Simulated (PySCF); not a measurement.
Compound: C₃H₈BN.
SMILES with atom numbers: `[CH2:1]=[CH:2][BH:3][NH:4][CH3:5]` (hydrogens: H6, H7 on C1; H8 on C2; H9 on B3; H10 on N4; H11, H12, H13 on C5)

Method: PySCF, PBE0-D3(BJ)/def2-SVP geometry optimisation, gas phase; density fitting, grid level 1; the optimiser is geomeTRIC in internal coordinates, started from a GFN2-xTB structure with every atom displaced at random (about 0.01 Å).

Step 1: E = -5397.7361 eV
```
atom  x, y, z in Å  |  force x, y, z in eV/Å
C1      2.3297   -0.3464   -0.5600    0.444  -0.329   0.039
C2      1.6502    0.5071    0.2136   -0.172   0.125  -0.036
B3      0.1018    0.7263    0.1381   -0.173  -0.126  -0.050
N4     -0.7819   -0.3259   -0.1326    0.233   0.248   0.110
C5     -2.2104   -0.2382   -0.2845   -0.053  -0.082  -0.064
H6      3.4295   -0.4480   -0.4990   -0.340   0.050  -0.092
H7      1.8293   -1.0124   -1.2774    0.022   0.103   0.017
H8      2.2396    1.1541    0.8750    0.002   0.006   0.057
H9     -0.3742    1.8330    0.2972   -0.011  -0.020  -0.007
H10    -0.4048   -1.2653   -0.2032   -0.009  -0.024  -0.033
H11    -2.5241    0.8090   -0.1795    0.006   0.005  -0.003
H12    -2.7468   -0.8300    0.4790    0.019   0.009  -0.031
H13    -2.5444   -0.5943   -1.2781    0.031   0.034   0.094
```

Step 2: E = -5397.7405 eV
```
atom  x, y, z in Å  |  force x, y, z in eV/Å
C1      2.2963   -0.3696   -0.5457   -0.007  -0.033  -0.031
C2      1.6394    0.5142    0.2199    0.152   0.126  -0.016
B3      0.0989    0.7731    0.1408   -0.021  -0.194  -0.044
N4     -0.7594   -0.2924   -0.1310   -0.074   0.066   0.043
C5     -2.1893   -0.2530   -0.2888   -0.012   0.024  -0.009
H6      3.3845   -0.5076   -0.5177   -0.054   0.045   0.069
H7      1.7670   -0.9961   -1.2743   -0.014   0.003  -0.019
H8      2.2424    1.1409    0.8905    0.021  -0.012   0.013
H9     -0.3767    1.8798    0.2968    0.000  -0.038  -0.004
H10    -0.3584   -1.2220   -0.2070    0.015   0.007  -0.002
H11    -2.5381    0.7828   -0.1815   -0.012   0.003   0.000
H12    -2.7077   -0.8660    0.4689    0.006   0.000  -0.001
H13    -2.5058   -0.6152   -1.2823    0.001   0.004   0.000
```

Task: Estimate the geometry and energy of step 3. (The exact step hangs on the optimiser's Hessian estimate; all steps are aligned on step 2, rigid shifts and turns removed.)

Result: E = -5397.7432 eV, largest force 0.131 eV/Å
```
atom  x, y, z in Å  |  force x, y, z in eV/Å
C1      2.3228   -0.3655   -0.5441   -0.080   0.104  -0.004
C2      1.6490    0.5144    0.2123    0.005  -0.083  -0.048
B3      0.1022    0.7410    0.1277   -0.012   0.086   0.024
N4     -0.7742   -0.3089   -0.1346    0.039  -0.076   0.008
C5     -2.2046   -0.2431   -0.2817    0.009   0.034   0.011
H6      3.4095   -0.4756   -0.4984    0.087  -0.016   0.025
H7      1.8140   -0.9947   -1.2842   -0.022  -0.028   0.010
H8      2.2381    1.1488    0.8890   -0.017  -0.020  -0.006
H9     -0.3775    1.8450    0.2822   -0.004   0.026   0.004
H10    -0.3894   -1.2451   -0.2156   -0.003  -0.010  -0.005
H11    -2.5346    0.7986   -0.1709    0.003  -0.002   0.003
H12    -2.7275   -0.8478    0.4789    0.001  -0.006   0.009
H13    -2.5346   -0.5982   -1.2722   -0.006  -0.010  -0.032
```

The energy changes by -0.0027 eV. The first-order estimate −F·Δx gives -0.0095 eV and the mean of the old and new forces, exact on a quadratic surface, -0.0030 eV. The step makes an angle of 75° with the force vector and moves no atom by more than 0.048 Å.

What follows is the cost of the whole optimisation. The run took 38 s wall on an Arm Neoverse N1 with one thread, shared host with 64 logical CPUs at a one-minute load of 34, and the process peaked at 0.44 GiB of memory.
